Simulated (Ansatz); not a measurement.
Start from `[BH2][SbH][SiH3]` and change one atom or group to get `[OH][SbH][SiH3]`.

Ansatz, PBE0-D4/def2-TZVP geometries, multiplicity 1. Each molecule was computed in one conformer, which needn't be the lowest.

Elements past krypton have def2 core potentials.

```csv
property,`[BH2][SbH][SiH3]`
HOMO energy (PBE/def2-TZVPP) / eV,-6.18
size of the dipole moment (PBE/def2-TZVPP) / D,0.25
LUMO energy (PBE0/def2-TZVPP) / eV,-2.20
HOMO–LUMO gap (ωB97M-V/def2-TZVPP) / eV,8.77
HOMO–LUMO gap (PBE0/def2-TZVPP) / eV,4.91
LUMO energy (B3LYP/def2-TZVPP) / eV,-2.38
```

**Question.** Give the same properties after the change, and the shifts. (Best estimate.)

**Answer.** Computed: 
| property | `[OH][SbH][SiH3]` | shift |
| --- | --- | --- |
| HOMO energy (PBE/def2-TZVPP) / eV | -6.03 | 0.15 |
| size of the dipole moment (PBE/def2-TZVPP) / D | 1.55 | 1.30 |
| LUMO energy (PBE0/def2-TZVPP) / eV | -1.34 | 0.86 |
| HOMO–LUMO gap (ωB97M-V/def2-TZVPP) / eV | 9.42 | 0.65 |
| HOMO–LUMO gap (PBE0/def2-TZVPP) / eV | 5.70 | 0.79 |
| LUMO energy (B3LYP/def2-TZVPP) / eV | -1.56 | 0.82 |

With PBE0 the HOMO rises by 0.07 eV and the LUMO rises by 0.86 eV, so the gap widens by about 0.79 eV. PBE moves the HOMO by 0.15 eV and ωB97M-V by 0.07 eV. The zero-point energy changes by -18.4 kJ/mol with -3 modes. Dipoles are sizes alone; their direction can turn.

B3LYP here is the variant with VWN-RPA as its local correlation; programs differ in this.

Spin–orbit coupling is left out; it splits and shifts lone-pair levels of the heavy atoms by tenths of an eV.
